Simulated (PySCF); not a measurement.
Vertical excitations of a molecule C₅H₈O from TDDFT-B3LYP/def2-SVPD (PySCF), as energy in eV (oscillator strength): 4.22 (0.000), 6.30 (0.013), 7.12 (0.022), 7.21 (0.001), 7.26 (0.004), 7.51 (0.022), 7.84 (0.002), 7.97 (0.022), 7.99 (0.038), 8.08 (0.029). Lowest triplet (TDA): 3.71 eV. Geometry optimised at B3LYP-D3(BJ)/def2-SVP. Other conformers were not sampled.

Task: Which structure fits?
A) O=C1CCCC1
B) O=CCC1CC1
C) CC1CC(=O)C1
D) C=C=COCC

Result: A, O=C1CCCC1
